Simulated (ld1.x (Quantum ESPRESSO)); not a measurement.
**Transferability test, ultrasoft potential for silicon**

- Element: silicon (Si)
- Generator: ld1.x (Quantum ESPRESSO) 7.5
- Type: ultrasoft
- Functional: PBE
- Relativity: scalar-relativistic
- Frozen core: [Ne]
- Valence charge: 4
- Reference configuration: 3s2 3p2
- Partial waves: 3s (bound): rcut 1.70, rcutus 1.85 bohr; 3s channel at 0.05 Ry: rcut 1.70, rcutus 1.85 bohr; 3p (bound): rcut 1.95, rcutus 2.40 bohr; 3p channel at 2.05 Ry: rcut 1.95, rcutus 2.40 bohr; 3d channel at 0.05 Ry: rcut 1.95, rcutus 2.65 bohr; 3d channel at 2.65 Ry: rcut 1.95, rcutus 2.65 bohr
- Local potential: all-electron potential smoothed inside 2.30 bohr (lloc = -2)
- Core correction: none
- Augmentation charge: built from norm-conserving waves at rcut, not smoothed further

Energies are relative to the spin-unpolarised reference configuration 3s2 3p2; without spin polarisation the order of configurations can differ from experiment. The frozen-core shift is the all-electron ΔE with the core orbitals held at their reference shape minus the fully relaxed ΔE.

Give the all-electron excitation energy and the error of the potential for: 3s2 3p1; 3s2 3p0; 3s1 3p0; 3s2 3p1.5; 3s0 3p4; 3s1 3p3; 3s2 3p2.3.

| valence configuration | charge | ΔE all-electron (eV) | error AE − PS (meV) | frozen-core shift (meV) |
| --- | --- | --- | --- | --- |
| 3s2 3p1 | +1 | 7.740 | -2.1 | +1.0 |
| 3s2 3p0 | +2 | 23.733 | -3.3 | +10 |
| 3s1 3p0 | +3 | 57.704 | +64 | +59 |
| 3s2 3p1.5 | +0.5 | 2.921 | -0.6 | +0.2 |
| 3s0 3p4 | 0 | 13.778 | +8.1 | +3.7 |
| 3s1 3p3 | 0 | 6.814 | +2.2 | +1.0 |
| 3s2 3p2.3 | -0.3 | -0.930 | -0.1 | 0.0 |

Levels in the configuration 3s2 3p2.3:

```tsv
level	all-electron (eV)	pseudo (eV)
3s	-8.703	-8.702
3p	-2.153	-2.152
```
